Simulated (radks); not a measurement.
Results of a calculation; reference values are marked as such.
Q: All-electron atom: Lu XXV in [Kr] 4d10 4f1. Level of theory: Dirac Kohn-Sham, exchange-only PBE, spin-unpolarised, spherical densities, finite nucleus; open shells fill j = l - 1/2 first; Fermi nuclear charge, rms radius 5.37 fm (a radial shooting solver on a logarithmic mesh with Libxc functionals). Some entries of the table are withheld. Estimate them.

orbital  occ.  eigenvalue (hartree)  <1/r> (bohr^-1)
1s1/2       2                   (1)              (2)
2s1/2       2             -422.3538            19.87
2p1/2       2             -404.3734            19.85
2p3/2       4             -363.3381            16.95
3s1/2       2             -117.2992            7.306
3p1/2       2             -109.3657            7.220
3p3/2       4             -100.5717            6.480
3d3/2       4             -87.10042            6.360
3d5/2       6             -85.18578            6.183
4s1/2       2             -43.56081            3.237
4p1/2       2             -40.26030            3.150
4p3/2       4             -37.93356            2.905
4d3/2       4             -32.47178              (3)
4d5/2       6             -32.00187              (4)
4f5/2       1                   (5)              (6)
4f7/2       0                   (7)              (8)

A: 
(1) 1s1/2 eigenvalue (hartree): -2347.893
(2) 1s1/2 <1/r> (bohr^-1): 82.18
(3) 4d3/2 <1/r> (bohr^-1): 2.753
(4) 4d5/2 <1/r> (bohr^-1): 2.696
(5) 4f5/2 eigenvalue (hartree): -25.30789
(6) 4f5/2 <1/r> (bohr^-1): 2.459
(7) 4f7/2 eigenvalue (hartree): -25.19679
(8) 4f7/2 <1/r> (bohr^-1): 2.440
